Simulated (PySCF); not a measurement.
## Radial density of Cu (copper, neutral)

UHF, [Ar] 3d10 4d1, 2D determinant (an excited configuration). All numbers are calculated (PySCF 2.14, the spin-free X2C one-electron Hamiltonian (Gaussian nucleus), in aug-cc-pwCVTZ-DK (10s9p7d4f3g, 127 functions)).

| r (bohr) | 4πr²ρ (e/bohr) | 4πr²(ρα − ρβ) |
| --- | --- | --- |
| 0.000925 | 0.2725 | 0.0000 |
| 0.00156 | 0.6804 | 0.0000 |
| 0.00262 | 1.662 | 0.0000 |
| 0.00440 | 3.918 | 0.0000 |
| 0.00740 | 8.694 | 0.0000 |
| 0.0125 | 17.34 | 0.0000 |
| 0.0209 | 28.78 | 0.0000 |
| 0.0352 | 35.37 | 0.0000 |
| 0.0593 | 30.20 | 0.0001 |
| 0.0997 | 30.27 | 0.0004 |
| 0.168 | 40.23 | 0.0022 |
| 0.282 | 23.61 | 0.0095 |
| 0.474 | 20.09 | 0.0219 |
| 0.798 | 18.86 | 0.0155 |
| 1.34 | 5.291 | -0.0025 |
| 2.26 | 0.7512 | 0.0100 |
| 3.80 | 0.2256 | 0.1844 |
| 6.39 | 0.1863 | 0.1863 |
| 10.7 | 0.0002660 | 0.0003 |

Densities and radii are taken from the X2C orbitals without a picture-change correction, which distorts them close to the nucleus.

The outer electron is Rydberg-like, and this basis confines it to a smaller radius and binds it less than a complete one would. At UHF the highest occupied level has a positive energy, so only the finite basis holds that electron; for this excited configuration the basis is too tight for the outer shell.

Problem. Where is the radial spin density 4πr²(ρα − ρβ) most negative, and why is it negative at all?

Solution. Around r = 1.34 bohr, down to -0.0025 e/bohr: exchange with the open shell polarises the paired shells in an unrestricted calculation.
